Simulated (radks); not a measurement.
Values are calculated unless marked as measured or tabulated.
Cu VIII, 22 electrons, occupied as [Ar] 3d4.

Level of theory: scalar-relativistic Kohn-Sham, BLYP, spin-polarised, spherical densities, point nucleus; open shells are filled with parallel spins first (a radial shooting solver on a logarithmic mesh with Libxc functionals).

Energy parts (eV):
| part | energy |
|---|---|
| total | -44591.586 |
| kinetic | 45272.155 |
| electron-nucleus | -103797.703 |
| Hartree | 15648.365 |
| exchange-correlation | -1714.404 |

Orbitals (lengths in bohr, moments of r in powers of bohr; r(90%) holds 90 % of the orbital's charge):
orbital  occ.  eigenvalue (eV)  r(90%)
1s up       1        -9015.331  0.0931
1s down     1        -9015.328  0.0931
2s up       1        -1229.951   0.364
2s down     1        -1226.351   0.363
2p up       3        -1084.023   0.338
2p down     3        -1081.303   0.337
3s up       1        -267.7613   0.996
3s down     1        -261.2256    1.00
3p up       3        -223.8145    1.04
3p down     3        -217.3677    1.05
3d up       4        -153.1235    1.11
3d down     0        -146.5089    1.14
4s up       0         -97.6540    2.26
4s down     0         -96.0797    2.29
4p up       0         -84.6730    2.42
4p down     0         -83.3737    2.46

The highest occupied level is 3d up at -153.12 eV. For comparison, the ionisation energy in NIST's Atomic Spectra Database is 166 eV (theoretical). In exact Kohn-Sham theory the highest level is minus the ionisation energy, but local and semilocal functionals leave it too shallow, through self-interaction and a potential that decays too fast; potentials with the right tail come closer. Spin moment in Bohr magnetons: 4.
